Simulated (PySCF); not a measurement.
**Calculated properties of `CC(C)/C=C\C(=O)Cl`**

Compound: C6H9ClO.
Cartesian coordinates in Å at the GFN2-xTB level; atoms count from 1:
```xyz
17
C6H9ClO angstrom
C     -1.5896   -0.4922   -1.1213
C     -0.5758    0.1897   -0.2017
C     -1.2743    0.7659    1.0369
C      0.4405   -0.8013    0.2506
C      1.7701   -0.6506    0.2945
C      2.4697    0.5479   -0.1266
O      2.0501    1.6182   -0.4332
Cl     4.2332    0.2740   -0.1627
H     -2.1015   -1.2985   -0.5994
H     -2.3315    0.2282   -1.4557
H     -1.0928   -0.9039   -1.9969
H     -0.0910    1.0076   -0.7373
H     -0.5549    1.2760    1.6722
H     -2.0338    1.4801    0.7306
H     -1.7522   -0.0245    1.6124
H      0.0295   -1.7469    0.5861
H      2.3974   -1.4577    0.6416
```

Structural features include: C=C double bond and C–Cl bond.

From GFN2-xTB geometry:

```
Point group of the GFN2-xTB geometry                  : C1
Rotational constants A, B, C of the GFN2-xTB geometry : 4.160, 0.757, 0.727 GHz
```

From PBE0/def2-SVPD ground state and vertical TDDFT (core frozen in the response) (PySCF):

```
Dipole moment                                                     : 3.68 D
HOMO energy                                                       : -8.27 eV
LUMO energy                                                       : -2.21 eV
HOMO–LUMO gap                                                     : 6.06 eV
Lowest singlet excitation                                         : 4.30 eV (288 nm, f = 0.001)
Strongest line among the 8 lowest singlet transitions             : S3 at 5.61 eV (221 nm, f = 0.331)
Lowest triplet excitation (Tamm–Dancoff)                          : 3.53 eV
Static isotropic polarisability                                   : 94.2 au
Electronic spatial extent ⟨r²⟩ about the centre of nuclear charge : 1593 bohr²
```

PBE0/pcSseg-1 ground state and GIAO shieldings, non-relativistic (PySCF):

```
Lowest Hirshfeld atomic charge                              : -0.19 e on O7
Highest Hirshfeld atomic charge                             : +0.17 e on C6
13C chemical shifts (computed TMS as zero) by class         : 176.7 (C4), 174.6 (C6), 129.1 (C5), 33.0 (C2), 23.7 (C1/C3) ppm
1H chemical shifts (computed TMS as zero) by class          : 6.58 (H16), 6.17 (H17), 4.00 (H12), 1.04 (H9/H10/H11/H13/H14/H15) ppm
Isotropic shieldings of nuclei other than C and H, by class : -230 (O7), 444 (Cl8) ppm
Mayer bond orders between heavy atoms                       : C1–C2 1.02, C2–C3 1.01, C2–C4 0.99, C4–C5 1.83, C5–C6 0.99, C6–O7 2.02, C6–Cl8 0.95
```

Monoisotopic mass (most abundant isotopes): 132.0342 u.

No computed singlet falls in the visible range (750 to 380 nm, 1.65 to 3.26 eV); S1 lies 1.04 eV above its blue end. The principal polarisabilities are 71.2, 80.8 and 130.5 au; their mean is the isotropic value. The polarisability is 13.95 Å³ as a volume (1 au = 0.148185 Å³), or 1.35 au for each of the 70 electrons. The dipole matches unit charges of opposite sign 0.77 Å apart (1 e·Å = 4.8032 D). In wavenumbers S1 is 34700 cm⁻¹ (1 eV = 8065.54 cm⁻¹). The rotational constants make it an asymmetric top with κ = (2B − A − C)/(A − C) = -0.98, nearer the prolate limit (−1). S1 lies 1.76 eV below the HOMO–LUMO gap; its leading configuration is HOMO→LUMO, weight 0.73.

Isolated species at its GFN2-xTB geometry (one conformer only). NMR classes are plain means over equivalent atoms (diastereotopic ones count apart unless rotation or inversion swaps them), as if these changed places fast; in this geometry the members of some classes differ.
